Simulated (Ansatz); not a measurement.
Species: AlBr$_{2}$, charge 1, multiplicity 1. It need not be the lowest isomer of its formula. 
Structure (B3LYP-D3(BJ)/def2-TZVP (Ansatz, an electronic-structure program) minimum search):
```
Al
Br 1 2.1564
Br 1 2.1564 2 180.00
```
Charge +1, spin multiplicity 1.

Basis-set convergence of Hartree-Fock and CCSD correlation energies (hartree) with Ansatz. Cores are frozen in the correlated levels unless marked. No spin-orbit coupling. Frozen are the shells of the preceding noble gas and the d and f shells that filled before the atom's block. No relativistic terms.

```json
[
 {"basis": "def2-SVPD", "functions": "106", "E(HF)": "-5385.89777", "E(corr, CCSD)": "-0.30928"},
 {"basis": "def2-TZVPPD", "functions": "162", "E(HF)": "[?]", "E(corr, CCSD)": "[?]"}
]
```

Some entries are withheld; supply them.


- def2-TZVPPD, E(HF): -5386.60985
- def2-TZVPPD, E(corr, CCSD): -0.39320
